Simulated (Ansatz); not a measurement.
Geometry optimisation, Ansatz 0.2.0, RKS PBE-D4/def2-SVP.

Input:

```yaml
crystal:
  periodic: [false, false, false]
  atoms:
    - { symbol: Zr, position_ang: [0.171928, -0.495556, -0.589712] }
    - { symbol: "N", position_ang: [0.369591, 0.214228, 2.723688] }
    - { symbol: H, position_ang: [-0.371204, 0.408666, 3.409098] }
    - { symbol: H, position_ang: [1.254427, 0.503145, 3.159543] }
    - { symbol: F, position_ang: [1.811129, 0.513396, -0.60466] }
    - { symbol: O, position_ang: [-1.402709, 0.610665, -0.495045] }
    - { symbol: H, position_ang: [-2.044213, 1.196096, -0.069762] }
    - { symbol: F, position_ang: [0.081277, -1.369695, -2.295057] }
    - { symbol: O, position_ang: [0.235681, -2.015904, 0.759611] }
    - { symbol: H, position_ang: [0.192292, -2.977038, 0.618697] }
    - { symbol: H, position_ang: [0.412202, -0.823604, 2.613498] }
basis:
  gaussian: { orbitals: def2-SVP }
hamiltonian:
  xc: pbe
  dispersion: d4
relax:
  f_tol: 0.03
  max_steps: 50
output:
  orbitals: {}
```

Run as:

```bash
$ ansatz run input.yaml --threads 4 --pin off --max-ram 5120MiB --backend cpu --events-out ev --progress --plain --runs-dir out
```

Where does it end, and by what steps?

It converged. The force dipped under the threshold on the way, but the program's further checks kept it going. After 15 steps the energy has fallen by 0.627 eV; H3 moved furthest, 0.81 Å. Joined: Zr1–N2 (3.39 → 2.46 Å).

```csv
step,energy less start (eV),largest force component (eV/Å),accepted
0,0.0000,1.192,yes
1,-0.1980,0.439,yes
2,-0.4007,0.822,yes
3,-0.5091,1.111,yes
4,-0.5542,0.620,yes
5,-0.5589,1.129,yes
6,-0.5884,0.603,yes
7,-0.5945,0.344,yes
8,-0.6012,0.219,yes
9,-0.6191,0.203,yes
10,-0.6243,0.026,yes
11,-0.6252,0.142,yes
12,-0.6260,0.023,yes
13,-0.6262,0.056,yes
14,-0.6262,0.087,yes
15,-0.6266,0.006,yes
```

```xyz
11
Properties=species:S:1:pos:R:3
Zr 0.225 -0.426 -0.070
N 0.461 0.087 2.328
H -0.247 0.743 2.683
H 1.384 0.478 2.561
F 1.917 0.541 -0.080
O -1.393 0.667 0.034
H -2.303 0.817 -0.259
F 0.163 -1.045 -1.905
O 0.152 -2.225 0.762
H -0.005 -3.079 0.326
H 0.357 -0.795 2.849
```

Run time: 28 s on 4 threads of Arm Neoverse V1, on a shared host, peak memory 0.19 GiB.
